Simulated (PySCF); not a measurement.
Ionising GaCl

RHF-CCSD(T); PySCF, scalar-relativistic core potentials, basis sets Ga cc-pVDZ-PP with ECP10, Cl cc-pV(D+d)Z. Neutral (RHF): singlet (closed shell), Re = 2.241 Å, ωe = 365 cm⁻¹, De = 4.39 eV.

GaCl⁺ (UHF): doublet (σ ↑), Re = 2.125 Å, ωe = 393 cm⁻¹, De = 0.56 eV to Ga⁺ + Cl. The energies at the minima are -718.11713 hartree for GaCl and -717.76441 for GaCl⁺.

Question: Work out the adiabatic ionisation energy, without and with harmonic zero-point energies (1 hartree = 27.2114 eV, 1 eV = 8065.5 cm⁻¹), and the change of the bond length.

Answer: At CCSD(T): 0.35272 hartree = 9.598 eV between the minima; the zero-point term (393.0 − 365.0)/2 cm⁻¹ = +0.002 eV makes it 9.600 eV. Re changes by -11.6 pm against the neutral. The electron leaves a σ orbital, and the shorter bond of the ion fits an antibonding orbital, or a change in how ionic the bond is.

Correlated steps freeze 9 core orbitals. Correlated levels converge slowly with the basis: in double zeta they bind strong bonds too weakly, by up to about 1 eV, and carry superposition errors of some tenths. Spin–orbit coupling is left out. For an ion De counts to the pair picked by the measured ionisation energies or electron affinities, which need not be the lowest pair at this level. Where the molecule has an RHF reference, its open-shell atoms are computed with UHF. States were picked by a PBE0 search and need not be the measured ground states.

Neutral and ion stand on different kinds of reference determinant, which adds to the error of the difference.
